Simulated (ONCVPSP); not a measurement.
# Before and after: ONCV potential for selenium (Se)

Se, optimised norm-conserving Vanderbilt (ONCV), made with ONCVPSP 4.0.1 (LDA (Perdew-Zunger), scalar-relativistic). Core [Ar] 3d10, reference 4s1.5 4p4.5. Waves: 4s: rc 1.30 bohr, ncon 4, nbas 7, qcut 5.6 1/bohr, 2 projectors, debl 3.1 Ha; 4p: rc 1.75 bohr, ncon 3, nbas 6, qcut 4 1/bohr, 3 projectors, debl 2.1 Ha; d scattering state at 0.23 Ha: rc 1.80 bohr, ncon 3, nbas 6, qcut 4.7 1/bohr, 1 projector. Local part: polynomial inside 1.00 bohr (lpopt 5, dvloc0 0 Ha). Core correction: Teter function, fcfact 4.25, rcfact 1.8.

All-electron outer shells of the reference configuration (LDA (Perdew-Zunger), scalar-relativistic, ld1.x):

| shell | level (eV) | outermost node (bohr) | outermost maximum (bohr) |
| --- | --- | --- | --- |
| 3p | -153.51 | 0.21 | 0.50 |
| 3d | -54.18 | – | 0.45 |
| 4s | -17.91 | 0.70 | 1.49 |
| 4p | -6.97 | 0.74 | 1.80 |

Change: s: qcut 4.1.

Cutoffs: the cutoffs (Ha) at which the residual kinetic energy of the hardest occupied pseudo-wave falls to 1 and 0.1 mHa per electron; they do not see the model core or the augmentation charge, which bear on the density cutoff. Errors are all-electron minus pseudo energies relative to the spin-unpolarised reference configuration.

Task: How do hardness, ghosts and transferability respond?

Result: The potential gets softer (30 Ha and 71 Ha → 20 Ha and 67 Ha); the bound ghost in s disappears; the lowest positive-energy flag moves from p at 247.2 eV to s at 50.3 eV; the errors of the 4 common tests hardly move; the range in which the s phases agree narrows (upper end at the end of the scan → 1.8). The waves are optimised to have the least kinetic energy above qcut, so the cutoff follows it (qcut²/2 in Ha).

```tsv
quantity	base	changed
cutoff, loose	30 Ha	20 Ha
cutoff, tight	71 Ha	67 Ha
loose cutoff by channel	s 30 Ha, p 8.2 Ha	s 20 Ha, p 8.2 Ha
bound ghosts	s	none
GHOST(+) flags under 300 eV	p at 247.2 eV	s at 50.3 eV, p at 247.2 eV
error for 4s2 4p4, meV [ΔE -5.44 eV]	-0.1	-0.1
error for 4s2 4p3, meV [ΔE 5.57 eV]	-23	-23
error for 4s2 4p2, meV [ΔE 26.13 eV]	-142	-141
error for 4s2 4p1, meV [ΔE 57.28 eV]	-457	-452
s: phases at 1.32 bohr within 0.05 rad from the reference energy up to (Ha; the scan ends near 5)	to the end of the scan	1.8
p: phases at 1.77 bohr within 0.05 rad from the reference energy up to (Ha; the scan ends near 5)	to the end of the scan	to the end of the scan
d: phases at 1.83 bohr within 0.05 rad from the reference energy up to (Ha; the scan ends near 5)	0.9	0.9
rms error of d²Exc/dni dnj with the model core, mHa	4.26	4.27
```

 A true bound ghost makes a file unfit for plane-wave use even where its test errors are small: the radial tests pick states by their node count and pass the ghost by.
